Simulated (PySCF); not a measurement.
Ge(F)(NH2) (FGeH2N), SMILES [NH2][Ge][F] (connectivity only; charge and spin as stated), neutral, multiplicity 1. Heavy atoms are numbered as in [Ge:1]([F:2])[NH2:3]. Hydrogens are named by the atom that carries them.

Geometry optimised at PBE0-D3(BJ)/def2-TZVP. One conformer was computed; it need not be the lowest.

These are PBE0/pcSseg-2 (PySCF) values and carry that method's errors.

GIAO shieldings, no solvent; atoms alike by connectivity are averaged. δ = σ(ref) − σ: ⁷³Ge against GeH4 (σ = 1662.5 ppm); ¹⁹F against CFCl3 (σ = 165.8 ppm); ¹⁵N against NH3 (σ = 263.3 ppm); ¹H against TMS (σ = 31.54 ppm), references at their B3LYP-D3(BJ)/def2-TZVP geometries, non-relativistic.

```csv
atoms,nucleus,count,δ (ppm)
Ge1,⁷³Ge,1,527.2
F2,¹⁹F,1,?
N3 (NH2),¹⁵N,1,?
H on N3,¹H,2,5.05
```

Problem. What belongs in the gaps? (The exact figures need the calculation; the answer reports its results.)

Solution. 
- F2, δ (ppm): -39.5
- N3 (NH2), δ (ppm): 150.7
